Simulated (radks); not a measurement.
The numbers below are computed, except where a source is named.
Q: Ionisation of neutral xenon, [Xe], to [Kr] 4d10 5s2 5p5 as the strength of local exchange is varied. Level of theory: Dirac Kohn-Sham, Slater X-alpha exchange (alpha = 2/3 is LDA exchange), no correlation, spin-unpolarised, spherical densities, point nucleus (a radial shooting solver on a logarithmic mesh with Libxc functionals).

alpha  E(Xe) (hartree)  exchange (hartree)  IE (eV)  -e of the level emptied (eV)  <r> of it (bohr)
0.594      -7419.97293          -156.36625   10.224                 6.098 (5p3/2)             2.421
0.656      -7436.31124          -173.05231   10.894                 6.698 (5p3/2)             2.385
0.659      -7437.10268          -173.86144   10.926                 6.728 (5p3/2)             2.383
0.683      -7443.43709          -180.34030   11.191                 6.966 (5p3/2)             2.370
0.825      -7481.02134          -218.88402   12.810                 8.437 (5p3/2)             2.294
1.022      -7533.46185          -272.95204   15.206                10.648 (5p3/2)             2.201
x          -7439.21357          -176.01992   11.014                 6.807 (5p3/2)             2.379

Which alpha was used in the last row?

A: alpha = 0.667. NIST Atomic Spectra Database: 12.130 eV (measured). The Delta-SCF value meets it near alpha = 0.77. Spin polarisation and multiplet splitting are left out, so open shells lie too high by an amount that depends on their filling.

Beside tabulated values, note that spin-unpolarised runs miss the spin-polarisation part of the exchange energy of open shells.
